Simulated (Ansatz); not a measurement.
C3H4BFO, SMILES `FB1C=COC1`, relaxed with RKS PBE0-D4/def2-TZVP in the Gaussian-basis code of Ansatz from a PBE-D4/def2-SVP geometry. The force threshold is 0.005 eV/Å; the program also tests the step.

Charge 0, multiplicity 1.

Start:

```xyz
10

F     0.211    2.070   -1.231
B     0.058    0.950   -0.508
C    -0.723    0.696    0.774
C    -0.504   -0.634    1.038
O     0.268   -1.343    0.197
C     0.714   -0.458   -0.868
H    -1.344    1.326    1.422
H    -0.884   -1.240    1.879
H     0.379   -0.897   -1.832
H     1.825   -0.471   -0.872
```

Problem. How much energy does the relaxation release, and in how many steps? (Estimate.)

Solution. The calculation gave: 1.09 kcal/mol, in 4 steps.

Problem. Which bonds change most? (Best estimate.)

Solution. Ansatz gave: C3–C4 from 1.373 to 1.353 Å; C4–H8 from 1.104 to 1.086 Å; C6–H9 from 1.111 to 1.094 Å; C6–H10 from 1.111 to 1.094 Å.

Problem. Give the relaxed structure. (Best estimate.)

Solution. Computed: 
```xyz
10

F     0.206    2.051   -1.219
B     0.058    0.941   -0.505
C    -0.715    0.685    0.769
C    -0.500   -0.625    1.028
O     0.264   -1.331    0.195
C     0.710   -0.457   -0.862
H    -1.325    1.305    1.409
H    -0.877   -1.217    1.857
H     0.377   -0.887   -1.811
H     1.803   -0.465   -0.861
```
